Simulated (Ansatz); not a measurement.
Input file for Ansatz (a program for electronic structure): R-r2SCAN/def2-TZVPPD on C3H7N (a complex), monomers drawn apart or pushed together. Files ending in .json are basis or fitting sets from the Basis Set Exchange.

Ansatz 0.2 input:
```yaml
crystal:
  periodic: [false, false, false]
  atoms:
    - {symbol: C, position_ang: [0.25606074, -0.65223593, 0.03552309]}
    - {symbol: C, position_ang: [-0.09763162, 0.42388681, 0.42229838]}
    - {symbol: H, position_ang: [0.56814363, -1.60838417, -0.30810510]}
    - {symbol: H, position_ang: [-0.41640434, 1.37658497, 0.76902826]}
    - {symbol: C, position_ang: [-0.59416795, 0.47320868, 4.43331780]}
    - {symbol: N, position_ang: [0.58773438, -0.34518125, 4.17784001]}
    - {symbol: H, position_ang: [-0.73641452, 0.58227759, 5.50990717]}
    - {symbol: H, position_ang: [-1.47490912, -0.03584028, 4.03896061]}
    - {symbol: H, position_ang: [-0.56791486, 1.48314399, 3.99718155]}
    - {symbol: H, position_ang: [1.42241521, 0.10860221, 4.52853366]}
    - {symbol: H, position_ang: [0.71413411, -0.47746581, 3.18150967]}
basis:
  gaussian:
    orbitals: def2-TZVPPD.json
hamiltonian:
  xc: {name: r2SCAN}
scf: {lower_state_search: off}
```

Output:

```
WARN ansatz: RAYON_NUM_THREADS=1 ignored (pool sized by the plan → 1); use --threads N
Functional definition: r2SCAN
these checks for a lower state are left out or cut short: stability, starts, cluster_reference, orbital_swaps, neighbouring_geometries, increment
integrals: 0.14 GiB planned
1114 factors; their error is unknown
mean field: 1.27 GiB planned
mean field evaluation 1: about -4698.2195 eV, gradient 7.8e1 eV
mean field evaluation 2: about -4683.6776 eV, gradient 1.1e2 eV
mean field evaluation 4: about -4711.4740 eV, gradient 6.5e0 eV
mean field evaluation 8: about -4711.5632 eV, gradient 1.2e-1 eV
mean field evaluation 16: about -4711.5318 eV, gradient 6.2e-4 eV
mean field -4711.53175640 eV, -173.1455984568 hartree, gradient 2.5e-6 eV, S^2 0.000000; 0 other end points of the search recorded, 0 dependent functions left out
reference -4711.53177014 eV, -173.1455989616 hartree; 16, 16 occupied and 251, 251 virtual orbitals, 1114 factors
Total energy: -4711.53177014 eV, -173.1455989616 hartree
Checks for a lower state left out: stability, starts, cluster_reference, orbital_swaps, neighbouring_geometries, increment
```

The calculation finished and met its thresholds.

Cost: very roughly 6 core-seconds.
